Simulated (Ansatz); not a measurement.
A structure relaxed at PBE-D4/def2-TZVP in Ansatz, charge 0, singlet:

```csv
atom,x (Å),y (Å),z (Å)
Ag1,-1.196,0.291,0.180
N2,0.876,-0.213,-0.132
H3,1.132,-0.132,-1.118
H4,1.072,-1.173,0.162
H5,1.492,0.406,0.401
Cl6,-3.375,0.821,0.508
```

Give its formula, name or SMILES and point group.

Ag(NH3)Cl (AgNClH3). Point group C3v (tolerance 0.1 Å).

Summarise the bond lengths by kind (pairs closer than 1.2 times the sum of covalent radii, bridged metal pairs left out).

1 × Ag–N 2.16 Å; 1 × Ag–Cl 2.27 Å; 3 × H–N 1.02 Å. The metal has 2 neighbours: N 2.16 Å, Cl 2.27 Å.

In the def2 sets Ag takes a core potential; there is no spin–orbit coupling. The relaxation made no stability test and no search for a lower SCF solution.
